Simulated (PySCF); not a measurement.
# Simulated characterisation data

- GFN2-xTB geometry
- GIAO PBE0/pcSseg-1 shieldings
- code: PySCF 2.14.0 with density-fitted response routines
- gas phase, fast rotation and ring inversion assumed for equivalent nuclei, one conformer, non-relativistic

Chemical shifts δ = σref − σ; TMS for 1H (σref 31.72), 13C (σref 186.93), all at this level. Splittings of carbon signals by F and P are missing where no couplings were computed. Where no couplings were computed, multiplicities follow the n + 1 count of equivalent neighbours, and m marks all less simple cases (inequivalent or close neighbours, rings, F or P nearby). Shifts are as computed. Against solution values, carbons near 30 ppm lie about +3 ppm off and those near 130 ppm about +5 ppm; carbons on Cl a further +6 ppm. Of 1211 compounds with measured shifts, 218 miss one by over three times the rms of a fit or turn the order of signals round; such compounds aren't used in these exercises. Carbons bonded to Cl come out too deshielded.

Compound 1 (C4H10F2Si). 1H NMR (500 MHz, computed): δ 6.16 (m, 1H), 0.17 (s, 9H). 13C{1H} NMR (computed): δ 128.9, -4.9. Structure: `C[Si](C)(C)C(F)F`.

Compound 2 (C7H10ClFO2). 1H NMR (500 MHz, computed): δ 4.15 (m, 1H), 3.57 (s, 3H), 2.50 (m, 1H), 2.32 (m, 1H), 2.11 (m, 1H), 1.22 (d, 3H). 13C{1H} NMR (computed): δ 186.8, 103.3, 89.9, 60.3, 36.5, 28.9, 14.4. Structure: SMILES CO[C@@H]1[C@H](C)C[C@]1(F)C(=O)Cl.
